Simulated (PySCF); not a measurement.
triplet silylene (H2Si), triplet, at a GFN2-xTB geometry; B3LYP/6-31G* in PySCF.

PySCF was given this input:
```python
from pyscf import gto, scf, dft

mol = gto.M(
    atom='''
Si   -0.00639139   -0.00195053    0.08523542
H     0.04566728    1.28384221   -0.56751131
H     0.04381220   -1.25653473   -0.62578461
''',
    basis='6-31g*',
    spin=2,
    verbose=4,
)

mf = dft.UKS(mol)
mf.xc = 'b3lyp'
mf.init_guess = '1e'
mf.kernel()
```

Output, abridged:

```
PySCF version 2.14.0

[INPUT] verbose = 4
[INPUT] num. atoms = 3
[INPUT] num. electrons = 16
[INPUT] charge = 0
[INPUT] spin (= nelec alpha-beta = 2S) = 2
[INPUT] symmetry False subgroup None
[INPUT] Mole.unit = angstrom
[INPUT] Symbol           X                Y                Z      unit          X                Y                Z       unit  Magmom
[INPUT]  1 Si    -0.006391390000  -0.001950530000   0.085235420000 AA   -0.012077976655  -0.003685967498   0.161071599912 Bohr   0.0
[INPUT]  2 H      0.045667280000   1.283842210000  -0.567511310000 AA    0.086298652054   2.426110164056  -1.072440948493 Bohr   0.0
[INPUT]  3 H      0.043812200000  -1.256534730000  -0.625784610000 AA    0.082793058915  -2.374506505704  -1.182561525868 Bohr   0.0

nuclear repulsion = 10.4769038881655
number of shells = 12
number of NR pGTOs = 59
number of NR cGTOs = 22
basis = 6-31g*
ecp = {}

******** <class 'pyscf.dft.uks.UKS'> ********
method = UKS
initial guess = 1e
damping factor = 0
level_shift factor = 0
DIIS = <class 'pyscf.scf.diis.CDIIS'>
diis_start_cycle = 1
diis_space = 8
diis_damp = 0
SCF conv_tol = 1e-09
SCF conv_tol_grad = None
SCF max_cycles = 50
direct_scf = True
direct_scf_tol = 1e-13
number electrons alpha = 9  beta = 7
XC library pyscf.dft.libxc version 7.1.2
    S. Lehtola, C. Steigemann, M. J. T. Oliveira, and M. A. L. Marques,  SoftwareX 7, 1–5 (2018)
XC functionals = b3lyp
    P. J. Stephens, F. J. Devlin, C. F. Chabalowski, and M. J. Frisch,  J. Phys. Chem. 98, 11623 (1994)
radial grids:
    Treutler-Ahlrichs [JCP 102, 346 (1995); DOI:10.1063/1.469408] (M4) radial grids

becke partition: Becke, JCP 88, 2547 (1988); DOI:10.1063/1.454033
pruning grids: <function nwchem_prune>
grids dens level: 3
symmetrized grids: False
atomic radii adjust function: <function treutler_atomic_radii_adjust>
small_rho_cutoff = 0
Set gradient conv threshold to 3.16228e-05
Initial guess from hcore.

tot grids = 38800
init E= -288.232110549506
cycle= 1 E= -290.134603678705  delta_E= -1.9  |g|= 0.743  |ddm|= 5.48
cycle= 2 E= -290.447843077743  delta_E= -0.313  |g|= 0.372  |ddm|= 2.11
cycle= 3 E= -290.576637559015  delta_E= -0.129  |g|= 0.0275  |ddm|= 0.846
cycle= 4 E= -290.577366472627  delta_E= -0.000729  |g|= 0.006  |ddm|= 0.0505
cycle= 5 E= -290.577406100233  delta_E= -3.96e-05  |g|= 0.00106  |ddm|= 0.011
cycle= 6 E= -290.57740824915  delta_E= -2.15e-06  |g|= 0.0002  |ddm|= 0.00384
cycle= 7 E= -290.577408326739  delta_E= -7.76e-08  |g|= 2.94e-05  |ddm|= 0.000728
cycle= 8 E= -290.577408328306  delta_E= -1.57e-09  |g|= 4.66e-06  |ddm|= 9.37e-05
cycle= 9 E= -290.577408328344  delta_E= -3.86e-11  |g|= 7.11e-07  |ddm|= 1.36e-05
Extra cycle  E= -290.577408328345  delta_E= -9.09e-13  |g|= 1.98e-07  |ddm|= 1.43e-06
converged SCF energy = -290.577408328345  <S^2> = 2.0016458  2S+1 = 3.001097
```
